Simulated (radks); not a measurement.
Values are calculated unless marked as measured or tabulated.
Q: Br25+, 10 electrons, occupied as [Ne]. Level of theory: scalar-relativistic Kohn-Sham, LDA (Slater exchange, VWN5 correlation), spin-polarised, spherical densities, finite nucleus; Fermi nuclear charge, rms radius 4.1629 fm (a radial shooting solver on a logarithmic mesh with Libxc functionals). Some entries of the table are withheld. Estimate them.

orbital  occ.  eigenvalue (hartree)  r(max) (bohr)  <1/r> (bohr^-1)
1s          2                   (1)        0.02794              (2)
2s          2             -105.3531         0.1579              (3)
2p          6                   (4)         0.1259              (5)

A: 
(1) 1s eigenvalue (hartree): -532.9547
(2) 1s <1/r> (bohr^-1): 35.63
(3) 2s <1/r> (bohr^-1): 8.045
(4) 2p eigenvalue (hartree): -98.39390
(5) 2p <1/r> (bohr^-1): 7.866
